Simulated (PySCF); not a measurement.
A calculated (PBE0, PySCF 2.14, x2c-QZVPPall, the spin-free X2C one-electron Hamiltonian (Gaussian nucleus)) atom or ion has these occupied shells.

```json
{"shell": "1s α", "electrons": "1", "orbital energy (eV)": "-11765.9", "rms radius, mean of both spins (bohr)": "0.0524"}
{"shell": "1s β", "electrons": "1", "orbital energy (eV)": "-11765.8", "rms radius, mean of both spins (bohr)": "0.0524"}
{"shell": "2s α", "electrons": "1", "orbital energy (eV)": "-1507.1", "rms radius, mean of both spins (bohr)": "0.220"}
{"shell": "2s β", "electrons": "1", "orbital energy (eV)": "-1507.0", "rms radius, mean of both spins (bohr)": "0.220"}
{"shell": "2p α", "electrons": "3", "orbital energy (eV)": "-1320.4", "rms radius, mean of both spins (bohr)": "0.196"}
{"shell": "2p β", "electrons": "3", "orbital energy (eV)": "-1320.3", "rms radius, mean of both spins (bohr)": "0.196"}
{"shell": "3s α", "electrons": "1", "orbital energy (eV)": "-198.95", "rms radius, mean of both spins (bohr)": "0.641"}
{"shell": "3s β", "electrons": "1", "orbital energy (eV)": "-198.74", "rms radius, mean of both spins (bohr)": "0.641"}
{"shell": "3p α", "electrons": "3", "orbital energy (eV)": "-140.62", "rms radius, mean of both spins (bohr)": "0.668"}
{"shell": "3p β", "electrons": "3", "orbital energy (eV)": "-140.35", "rms radius, mean of both spins (bohr)": "0.668"}
{"shell": "3d α", "electrons": "5", "orbital energy (eV)": "-44.580", "rms radius, mean of both spins (bohr)": "0.759"}
{"shell": "3d β", "electrons": "5", "orbital energy (eV)": "-44.312", "rms radius, mean of both spins (bohr)": "0.759"}
{"shell": "4s α", "electrons": "1", "orbital energy (eV)": "-17.243", "rms radius, mean of both spins (bohr)": "2.10"}
{"shell": "4s β", "electrons": "1", "orbital energy (eV)": "-13.885", "rms radius, mean of both spins (bohr)": "2.10"}
{"shell": "4p α", "electrons": "3", "orbital energy (eV)": "-7.088", "rms radius, mean of both spins (bohr)": "2.70"}
```

Name the element and its charge.

As (arsenic, neutral), in [Ar] 3d10 4s2 4p3, high-spin 4S determinant.
